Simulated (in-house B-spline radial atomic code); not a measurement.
Results of a calculation; reference values are marked as such.
**Li in an electron gas of r_s = 2.67: phase shifts, screening, friction and resistivity**

A nucleus sits in a uniform electron gas with a rigid positive background. The Kohn-Sham equations are solved self-consistently in the spin-unpolarised LDA (PW92), non-relativistic, on B-splines with outgoing waves at the boundary and partial waves to l = 8. The model has no lattice, no bands and no magnetic solution. Atomic units; δ_l are the phase shifts at the Fermi level, counted so that each bound state adds π, and good to about 0.0005.

The density parameter is r_s = 2.67 bohr, near that of the valence electrons of Cu (1 per atom, density 8.96 g/cm³, mass 63.55 u, which gives r_s = 2.67).

| l | δ_l (rad) |
| --- | --- |
| 0 | 2.9899 |
| 1 | 0.5134 |
| 2 | 0.0337 |
| 3 | 0.0016 |
| 4 | 0.0003 |
| 5 | -0.0001 |
| 6 | 0.0000 |
| 7 | -0.0001 |
| 8 | 0.0000 |

Bound levels below the band bottom (hartree): s -1.522.

Question: Check the Friedel sum rule, and say where the screening charge sits.

Answer: k_F = (9π/4)^(1/3)/r_s = 0.71879. The rule is Z = (2/π) Σ (2l + 1) δ_l. The terms are s 1.903, p 0.981, d 0.107, f 0.007 and 0.000 beyond, in all 2.998 against Z = 3. Bound states hold 2 s, 0 p, 0 d electrons, so the scattering states carry 1.00 in all; where a term is smaller than its bound count, the bound level has drawn weight out of the band.

Question: Find the transport cross section and the electronic stopping of a 2 keV Li ion (mass 6.94 u).

Answer: σ_tr = (4π/k_F²) Σ (l + 1) sin²(δ_l − δ_(l+1)). The terms for l = 0 to 3 are 0.3809, 0.4260, 0.0031, 0.0000, all together 0.8099, so σ_tr = 24.323 × 0.8099 = 19.700 bohr². With n = 3/(4π r_s³) = 0.01254, the friction coefficient is Q = n k_F σ_tr = 0.1776. For v well below v_F = 0.719, dE/dx = Q v; with 24801 eV per u at v = 1, v = √(2000/(24801 × 6.94)) = 0.1078, so dE/dx = 0.01914 hartree/bohr = 9.84 eV/nm. The largest term couples the p and d waves.

Question: What residual resistivity would 1 atomic per cent of such centres give in Cu?

Answer: Δρ = k_F n_i σ_tr/n in atomic units of 21.74 μΩ·cm. With one host atom per 1 electron, n_i/n = 0.01/1, so Δρ = 0.7188 × 0.01000 × 19.700 × 21.74 = 3.08 μΩ·cm. This is an atom added to the gas, as on an interstitial site.

Question: On a substitutional site the background of one host ion, a sphere holding 1 charge, is taken out. The phase shifts for l = 0 to 4 become 2.6761, 0.1716, -0.0039, -0.0037, -0.0005. What follows?

Answer: The Friedel sum is now 2.00, for Z − 1 = 2. The sum in σ_tr is 0.4149, so σ_tr = 10.09 bohr² and Δρ = 1.58 μΩ·cm per atomic per cent, 0.51 times the value above. A real host ion scatters too, so this model doesn't give zero even for the host's own atom.
